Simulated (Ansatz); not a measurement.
`C=NC(F)O[SiH3]` → `C=C[Si](N)(O)F`  (isomerisation)

Isolated molecules relaxed with PBE0-D4/def2-TZVP in Ansatz; ΔE leaves out vibrations. CCSD(T)/CBS adds triple-zeta CCSD(T) − MP2 to the extrapolated MP2 energy (def2 sets, frozen cores). Functionals use def2-TZVPP. Each species was taken in one conformer, which may not be the lowest.

| level | ΔE (kJ/mol) |
| --- | --- |
| PBE0-D4 | -395.0 |
| HF/def2-TZVPP | -397.6 |
| SCS-MP2/def2-QZVPP | -418.3 |
| HF/CBS(def2) | -401.2 |

Q: What does CCSD(T)/CBS give? (Estimate.)

A: Computed: -419.3 kJ/mol. The listed levels differ from it by 24.3, 21.7, 1.0, 18.1 kJ/mol.

Largest T1 diagnostic among the species: 0.013.

From PBE to PBE0 (25 % exact exchange), in def2-TZVPP and without D4, ΔE moves by −13.8 kJ/mol. In def2-TZVPP, CCSD(T) changes the Hartree–Fock value by −6.3 kJ/mol (the triples alone add +3.3 kJ/mol) and MP2 by −25.3 kJ/mol.
